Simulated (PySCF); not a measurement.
## Dipole moment and polarisability of `FC(F)(F)C=C1C=C1`

C5H3F3.
Geometry (PBE0-D3(BJ)/def2-SVP, Å), atoms numbered from 1 in this order:
```xyz
11
C5H3F3 angstrom
F     -2.4339   -0.9200   -0.5277
C     -1.1756   -0.6009   -0.8774
F     -1.1841    0.6910   -1.2374
F     -0.9132   -1.3149   -1.9848
C     -0.2070   -0.8761    0.2087
C      0.5281    0.0893    0.7636
C      0.9431    1.4511    0.8807
C      1.5072    0.5684    1.6889
H     -0.1284   -1.9131    0.5382
H      0.8510    2.4789    0.5372
H      2.2106    0.3592    2.4922
```

Level: CAM-B3LYP/def2-SVPD (PySCF), static field, nuclei fixed, core orbitals frozen in the response. The polarisability tensor in these axes (au):

```
x   58.66 11.03 15.01
y   11.03 64.27  6.46
z   15.01  6.46 56.47
```

Question: What are the eigenvalues, a third of the trace, and Δα (Δα² = ½Σ(αi − αj)² over the three pairs)?

Answer: Principal values 42.07, 55.67 and 81.66 au; mean 59.80 au = 8.86 Å³ = 9.86 × 10⁻⁴⁰ C²·m²/J; Δα = 34.84 au (58 % of the mean).

Question: What is the dipole moment, and where does it point?

Answer: (3.38, 1.80, 3.16) D, 4.97 D in size, pointing from the negative to the positive side. Measured along this direction, the outermost atoms are F4 and F1 at the negative end and H11 at the positive end.

Question: Molar refractivity from α?

Answer: Lorentz–Lorenz: R = (4π/3)N_A α = 2.5225 cm³/(mol·Å³) × 8.86 Å³ = 22.4 cm³/mol, in the limit of long wavelengths.

Question: What are the principal values of the traceless quadrupole moment, Θ = ½Σq(3rr − r²1), about the centre of nuclear charge?

Answer: -8.24, 1.40, 6.84 D·Å. The values depend on the origin, since the dipole doesn't vanish. The electronic extent ⟨r²⟩ about the same centre is 942 bohr², a root-mean-square distance of 2.10 Å for the 60 electrons.

Question: Rayleigh depolarisation ratio (linearly polarised light, static tensor)?

Answer: ρ = 3Δα²/(45ᾱ² + 4Δα²) = 3642.3/(160912 + 4856.4) = 0.022.

Question: Orientational against electronic polarisability at 273 K (dilute gas, rigid molecules)?

Answer: In Gaussian units μ²/3kT = 218.05 Å³ against 8.86 Å³, a ratio of 24.61; the Debye molar polarisation (4π/3)N_A(α + μ²/3kT) is 572.4 cm³/mol, leaving out the vibrational part.

Geometry: PBE0-D3(BJ)/def2-SVP; no solvent, vibrations or thermal averaging.
